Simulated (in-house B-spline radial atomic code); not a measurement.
## RPA and G0W0 on SCAN: Se6+

Configuration [Ar] 3d10, mean-field start SCAN. Computed with an all-electron radial atomic-structure program (B-spline basis): all electrons, non-relativistic, point nucleus, each spin shell either full or empty, empty states to l = 9 with an (l + 1/2)⁻⁴ tail; G0W0 by contour deformation at full frequency.

Command:
```bash
python run_gw.py task.json out
```
Settings (radii: box in bohr, nucleus in fm):
```
Z                        34
electrons                28
configuration            [Ar] 3d10
hamiltonian              nr
method                   scan,scan
lmax                     9
spin_polarised           False
box_radius               9.29
intervals                50
```

Cost of the run: 1.6 s on 1 thread of Arm Neoverse V2 (shared host).

Energies (hartree):

```
                                     term        value
                         mean-field total  -2392.41136
Hartree-Fock functional on these orbitals  -2390.80726
                      direct second order      -2.3668
                    second-order exchange      0.68528
                         SOSEX correction      0.63749
```

(1) What is the RPA correlation energy, and what remains with SOSEX?

Quasi-particle levels (eV):

| level | occupied | mean field | Σx - vxc | Σc | QP weight | G0W0 |
| --- | --- | --- | --- | --- | --- | --- |
| 3d | yes | -141.63 | -17.15 | ? | ? | ? |
| 4s | no | -86.47 | 7.21 | -1.38 | 0.992 | -80.64 |

G0W0 = mean field + (Σx - vxc) + Σc, with Σc (partial-wave tail included) taken at the quasi-particle energy. Only the outer levels were computed. Levels of low weight are left out.

(2) Where does G0W0 put 3d?

## Answers

(1) RPA gives -2.0852 hartree (-2.03 eV per electron); RPA + SOSEX gives -1.4477, and the second-order doubles -1.6815 hartree (no singles). SOSEX takes back 31 % of the RPA value.

(2) At -156.42 eV, with Σc = 2.36 eV and a quasi-particle weight of 0.962. The tabulated removal energy is 155.327 ± 0.012 eV (NIST, measured); the calculation leaves out relativity, Breit and QED terms, and what these don't explain is the method's own error.
